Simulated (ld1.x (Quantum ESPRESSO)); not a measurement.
**Be TM: all-electron and pseudo phase curves**

ld1.x (Quantum ESPRESSO) 7.5 input, shortened:

```
&input
   title='Be', zed=4., rel=1, dft='PBESOL', iswitch=3,
   config='[He] 2s1 2p0'
 /
 &inputp
   pseudotype=2, tm=.true., lloc=1,
   nlcc=.false.
 /
2
1S  1  0   2.00   0.00  0.50  0.50  0.0
2P  2  1   0.00   0.00  4.58  4.58  0.0
 &test
   configts(1)='1s2 2s1 2p0'
 /
```

Occupied shells without a wave of their own: 2s. They enter only through the test configuration that unscreens the potential.

The phase is arctan(r·u′/u) with u = r·R(r), unwrapped; energies in Ry, scanned from -11 to 5 Ry. A pole is an energy at which the radial function vanishes at the test radius. The pseudo phase is shifted by a multiple of π to meet the all-electron one at the reference energy, and phase errors are pseudo minus all-electron; the curves can meet again beyond the range given. Levels narrower than the energy grid can be missing from the lists of poles.

```tsv
channel	radius (bohr)	reference energy (Ry)	poles, all-electron	poles, pseudo	unbroken range about the reference energy with phases within 0.05 rad	phase error 1 Ry above the reference energy (rad)
s	4.93	-8.60	-0.96, 0.63, 3.04	-1.04, 0.77, 3.29	below -1.2	+0.000
p	4.93	-0.71	-0.66, 0.70, 2.83	-0.66, 0.97, 3.35	below -0.3	+0.257
```

The potential misses its own reference levels by up to 1.0 eV, so it is not fit for use.

Phases in the s channel:

| E (Ry) | all-electron | pseudo |
| --- | --- | --- |
| -11.00 | 1.508 | 1.508 |
| -10.76 | 1.507 | 1.507 |
| -10.52 | 1.507 | 1.507 |
| -10.28 | 1.506 | 1.506 |
| -10.04 | 1.505 | 1.505 |
| -9.80 | 1.504 | 1.504 |
| -9.56 | 1.503 | 1.503 |
| -9.32 | 1.502 | 1.502 |
| -9.08 | 1.501 | 1.501 |
| -8.84 | 1.500 | 1.500 |
| -8.60 | 1.499 | 1.499 |
| -8.36 | 1.498 | 1.498 |
| -8.12 | 1.497 | 1.497 |
| -7.88 | 1.496 | 1.496 |
| -7.64 | 1.495 | 1.495 |
| -7.40 | 1.493 | 1.493 |
| -7.16 | 1.492 | 1.492 |
| -6.92 | 1.490 | 1.490 |
| -6.68 | 1.489 | 1.489 |
| -6.44 | 1.487 | 1.487 |
| -6.20 | 1.486 | 1.486 |
| -5.96 | 1.484 | 1.484 |
| -5.72 | 1.482 | 1.482 |
| -5.48 | 1.480 | 1.480 |
| -5.24 | 1.477 | 1.477 |
| -5.00 | 1.475 | 1.475 |
| -4.76 | 1.472 | 1.472 |
| -4.52 | 1.469 | 1.469 |
| -4.28 | 1.466 | 1.466 |
| -4.04 | 1.462 | 1.462 |
| -3.80 | 1.458 | 1.458 |
| -3.56 | 1.454 | 1.454 |
| -3.32 | 1.449 | 1.449 |
| -3.08 | 1.443 | 1.443 |
| -2.84 | 1.436 | 1.437 |
| -2.60 | 1.429 | 1.429 |
| -2.36 | 1.419 | 1.419 |
| -2.12 | 1.407 | 1.408 |
| -1.88 | 1.392 | 1.393 |
| -1.64 | 1.371 | 1.372 |
| -1.40 | 1.335 | 1.335 |
| -1.16 | 1.234 | 1.164 |
| -0.92 | -1.682 | -1.768 |
| -0.68 | -1.856 | -1.877 |
| -0.44 | -2.037 | -2.040 |
| -0.20 | -2.717 | -2.590 |
| 0.04 | -4.194 | -4.034 |
| 0.28 | -4.550 | -4.488 |
| 0.52 | -4.674 | -4.633 |
| 0.76 | -4.749 | -4.711 |
| 1.00 | -4.817 | -4.772 |
| 1.24 | -4.909 | -4.837 |
| 1.48 | -5.119 | -4.938 |
| 1.72 | -6.273 | -5.216 |
| 1.96 | -7.469 | -6.748 |
| 2.20 | -7.678 | -7.537 |
| 2.44 | -7.759 | -7.698 |
| 2.68 | -7.806 | -7.767 |
| 2.92 | -7.840 | -7.809 |
| 3.16 | -7.868 | -7.839 |
| 3.40 | -7.895 | -7.865 |
| 3.64 | -7.926 | -7.890 |
| 3.88 | -7.968 | -7.917 |
| 4.12 | -8.040 | -7.952 |
| 4.36 | -8.224 | -8.006 |
| 4.60 | -9.369 | -8.119 |
| 4.84 | -10.620 | -8.560 |
